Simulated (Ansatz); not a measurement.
Program: Ansatz. Geometries: PBE0-D4/def2-TZVP. ΔE: electronic, gas phase. CCSD(T)/CBS is the MP2 limit (def2-TZVPP, def2-QZVPP) plus CCSD(T) − MP2 in def2-TZVPP, frozen cores. Functionals use def2-TZVPP. One conformer a species, not always the lowest.

Consider the redistribution: `OBBS` + `C[NH][AlH][F]` → `O[BH][AlH][F]` + `CNBS`.

`OBBS`:

```xyz
8

O    -0.016    1.516    1.189
B     0.405    0.871    0.072
B     0.103   -0.775   -0.136
S    -1.438   -1.309   -0.827
H     0.234    2.443    1.210
H     1.024    1.498   -0.757
H     0.922   -1.608    0.121
H    -1.233   -2.637   -0.872
```

`C[NH][AlH][F]`:

```xyz
9

C    -0.813   -0.560    0.827
N     0.377    0.144    0.396
Al    0.798    0.613   -1.245
F     2.224    1.414   -1.477
H    -1.413    0.029    1.531
H    -1.451   -0.779   -0.033
H    -0.580   -1.517    1.306
H     0.993    0.362    1.164
H    -0.133    0.293   -2.469
```

`O[BH][AlH][F]`:

Cartesian coordinates in Å:
```
O -0.697 1.320 -0.866
B -0.630 0.032 -0.447
Al 1.036 -0.543 0.779
F 0.721 -0.875 2.374
H -1.470 1.514 -1.405
H -1.513 -0.720 -0.789
H 2.555 -0.728 0.355
```

`CNBS`:

Z-matrix (Å, degrees):
```
C
N 1 1.444
H 1 1.095 2 111.6
H 1 1.094 2 111.6 3 121.2
H 1 1.090 2 109.1 3 -119.4
B 2 1.389 1 125.8 3 119.3
H 2 1.009 1 114.1 3 -60.7
S 6 1.820 2 119.9 1 -180.0
H 6 1.195 2 119.9 1 0.0
H 8 1.339 6 96.2 2 -180.0
```

```tsv
level	ΔE (kJ/mol)	difference from CCSD(T)/CBS
PBE-D4	-14.4	-7.1
revPBE-D4	-13.7	-6.4
r2SCAN-D4	-5.0	2.3
B97M-V	1.2	8.5
r2SCANh-D4	-5.6	1.7
ωB97X-V	-10.3	-3.0
PBE	-14.9	-7.6
revPBE	-13.9	-6.6
r2SCAN0	-6.7	0.6
BHLYP	-8.1	-0.8
MP2/def2-SVP	-16.0	-8.7
CCSD/def2-SVP	-16.9	-9.6
MP2/def2-TZVPP	-5.3	2.0
SCS-MP2/def2-TZVPP	-5.9	1.4
CCSD(T)/def2-TZVPP	-7.4	-0.1
HF/def2-QZVPP	-6.6	0.7
CCSD(T)/CBS	-7.3	0
```

Largest T1 diagnostic among the species: 0.016.

Leaving LDA and LC-ωPBE aside and taking each functional with its dispersion term where it has one, the values spread over 15.6 kJ/mol, from PBE-D4 to B97M-V. LDA lies −3.8 kJ/mol from PBE without D4. At CCSD(T), def2-SVP lies −10.0 kJ/mol from the extrapolated value and def2-TZVPP −0.1 kJ/mol.
